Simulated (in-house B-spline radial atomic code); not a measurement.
Levels of two electrons outside the bare core along the 2-electron series, above the ground level 1s2 J0; labels give the leading configuration and J, and a prime marks the next level of the same label. Computed with a B-spline radial code for spherical atoms: configuration interaction with many-body perturbation theory for the core, Breit and QED.

```csv
ion,Z,first ionisation energy (eV),excitation of 1s2s J0 (eV),core correlation Breit and QED part of 1s2s J0 (eV),excitation of 1s3p J0 (eV),core correlation Breit and QED part of 1s3p J0 (eV),excitation of 1s2p J1' (eV),core correlation Breit and QED part of 1s2p J1' (eV),excitation of 1s2p J1 (eV),core correlation Breit and QED part of 1s2p J1 (eV)
Kr34+,36,17295.0,13025.5,-23.46,15406.8,-26.824,13113.1,-27.567,13024.8,-27.847
Rb35+,37,?,?,?,?,?,?,?,?,?
Sr36+,38,19344.0,14561.9,-27.812,17230,-31.821,14667.9,-32.601,14560.7,-33.122
Zr38+,40,21514.8,16188.7,-32.685,19161.5,-37.421,16316.7,-38.239,16187.2,-39.04
Nb39+,41,22646.2,17036.3,-35.327,20168.2,-40.46,17176.7,-41.297,17034.5,-42.251
Mo40+,42,?,?,?,?,?,?,?,?,?
Tc41+,43,25002.5,18800.9,-41.043,22264.6,-47.038,18968.9,-47.915,18798.4,-49.205
Ru42+,44,26227.8,19718.1,-44.125,23354.7,-50.588,19901.6,-51.485,19715.2,-52.959
Rh43+,45,27484.8,20658.8,-47.362,24472.9,-54.319,20859,-55.238,20655.5,-56.904
Pd44+,46,28773.8,21623.2,-50.758,25619.7,-58.236,21841.3,-59.178,21619.4,-61.045
Ag45+,47,?,?,?,?,?,?,?,?,?
Cd46+,48,31448.6,23623.5,-58.047,27999.2,-66.649,23881.5,-67.639,23618.8,-69.942
In47+,49,32835.0,24660,-61.949,29232.6,-71.157,24940,-72.173,24654.6,-74.708
Sn48+,50,34254.4,25720.7,-66.029,30495.2,-75.872,26024.3,-76.917,25714.8,-79.694
Sb49+,51,35707.1,26806.1,-70.29,31787.5,-80.801,27134.9,-81.875,26799.5,-84.906
Te50+,52,37193.5,27916.3,-74.739,33109.8,-85.949,28272,-87.055,27909,-90.35
```

(1) Fill in the row of Rb35+.

(2) Fill in the row of Mo40+.

(3) Fill in the row of Ag45+.

## Answers

(1) first ionisation energy (eV): 18304.4; excitation of 1s2s J0 (eV): 13782.5; core correlation Breit and QED part of 1s2s J0 (eV): -25.573; excitation of 1s3p J0 (eV): 16305; core correlation Breit and QED part of 1s3p J0 (eV): -29.249; excitation of 1s2p J1' (eV): 13878.9; core correlation Breit and QED part of 1s2p J1' (eV): -30.011; excitation of 1s2p J1 (eV): 13781.5; core correlation Breit and QED part of 1s2p J1 (eV): -30.407.

(2) first ionisation energy (eV): 23808.7; excitation of 1s2s J0 (eV): 17907; core correlation Breit and QED part of 1s2s J0 (eV): -38.112; excitation of 1s3p J0 (eV): 21202.5; core correlation Breit and QED part of 1s3p J0 (eV): -43.664; excitation of 1s2p J1' (eV): 18060.6; core correlation Breit and QED part of 1s2p J1' (eV): -44.52; excitation of 1s2p J1 (eV): 17904.8; core correlation Breit and QED part of 1s2p J1 (eV): -45.638.

(3) first ionisation energy (eV): 30094.9; excitation of 1s2s J0 (eV): 22611.3; core correlation Breit and QED part of 1s2s J0 (eV): -54.319; excitation of 1s3p J0 (eV): 26795; core correlation Breit and QED part of 1s3p J0 (eV): -62.344; excitation of 1s2p J1' (eV): 22848.7; core correlation Breit and QED part of 1s2p J1' (eV): -63.309; excitation of 1s2p J1 (eV): 22607.1; core correlation Breit and QED part of 1s2p J1 (eV): -65.389.
